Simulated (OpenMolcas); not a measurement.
Consider [Cu2(μ-F)2(NH3)4]2+, a planar model complex in vacuum (2 bridging F, bridge angle 92°, metal-metal distance 2.73 Å, Cu–F 1.89 Å; typed geometry, not optimised).

```xyz
20

Cu    -1.3624     0.0000     0.0000
Cu     1.3624     0.0000     0.0000
F      0.0000     1.3157     0.0000
F      0.0000    -1.3157     0.0000
N     -2.7979     1.4354     0.0000
H     -3.0797     1.7172     0.9389
H     -2.5047     2.2922    -0.4695
H     -3.6546     1.1423    -0.4694
N     -2.7979    -1.4354     0.0000
H     -3.0797    -1.7172     0.9389
H     -3.6546    -1.1423    -0.4695
H     -2.5047    -2.2922    -0.4694
N      2.7979     1.4354     0.0000
H      3.0797     1.7172     0.9389
H      3.6546     1.1423    -0.4695
H      2.5047     2.2922    -0.4694
N      2.7979    -1.4354     0.0000
H      3.0797    -1.7172     0.9389
H      2.5047    -2.2922    -0.4695
H      3.6546    -1.1423    -0.4694
```

Task: Give the energies of the total-spin states at CASSCF(2,2) on the singly occupied d orbitals (ANO-RCC-VDZP on Cu, F, N and ANO-RCC-VDZ on H, scalar-relativistic DKH2, RICD, no spin-orbit coupling, OpenMolcas), and the exchange constant.

Result: Local spins 1/2 and 1/2.

| total S | E (cm⁻¹) | natural occupations, lowest and highest |
|---|---|---|
| 1 | 0.0 | 1.000, 1.000 |
| 0 | 23.9 | 0.998, 1.002 |

J = 11.9 cm⁻¹ (ferromagnetic).

J is defined by H = −2J S1·S2, so negative values are antiferromagnetic. Wave-function values come from the highest and lowest total spin; broken-symmetry values use Yamaguchi's formula with the computed ⟨S²⟩. The active space holds the singly occupied metal orbitals alone, without bridging-ligand orbitals. No row is a measured value.
